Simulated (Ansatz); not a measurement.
Total energies of CH5BrOSi2, SMILES `[SiH3]C1(Br)O[SiH2]1`.

```
atom    x (Å)    y (Å)    z (Å)
 Si1   0.4442  -0.8359   1.2953
  C2   0.4023   0.0755  -0.3439
 Br3   1.8961  -0.4817  -1.4767
  O4   0.2565   1.5107  -0.2724
 Si5  -1.0049   0.8704  -1.1675
  H6  -0.7407  -0.4044   2.0836
  H7   0.3711  -2.2919   1.0260
  H8   1.6914  -0.5039   2.0269
  H9  -2.3427   0.9614  -0.5479
 H10  -0.9734   1.0998  -2.6233
```

Total charge 0; spin multiplicity 1. Correlated methods include outer-core shells of Br, which these sets cover unevenly. Scalar relativity is left out up to krypton. The geometry is a stationary point of PBE0-D4/def2-TZVP. Basis def2-TZVPP, the Gaussian-basis code of Ansatz.

RPA on PBE orbitals: Hartree–Fock energy of these orbitals -3265.87919 Eh, correlation -1.50571 Eh (frozen core).

```csv
functional,energy without D4 (Eh),D4 term (kJ/mol)
LDA (SPW92),-3262.72596,–
PBE,-3268.69810,-29.0
revPBE,-3269.13853,-78.0
BLYP,-3269.50384,-62.8
r2SCAN,-3269.39116,-6.7
B97M-V,-3268.88535,–
PBE0,-3268.84467,-24.7
B3LYP,-3269.58798,-47.5
r2SCANh,-3269.37912,-7.3
r2SCAN0,-3269.36272,-8.2
HSE06 (plane-wave form),-3268.83045,-23.3
BHLYP,-3269.44176,-40.1
CAM-B3LYP,-3269.60547,-25.6
LC-ωPBE,-3268.90430,–
ωB97X-V,-3269.15491,–
ωB97M-V,-3269.28890,–
B2PLYP,-3268.80806,–
PBE-QIDH,-3268.34928,–
```

B3LYP takes the VWN-RPA correlation (the form of Gaussian; ORCA's B3LYP/G). HSE06 is the plane-wave form, built on full-range PBE exchange. The double hybrids freeze the cores in their second-order part.

LC-ωPBE has ω = 0.4 bohr⁻¹.
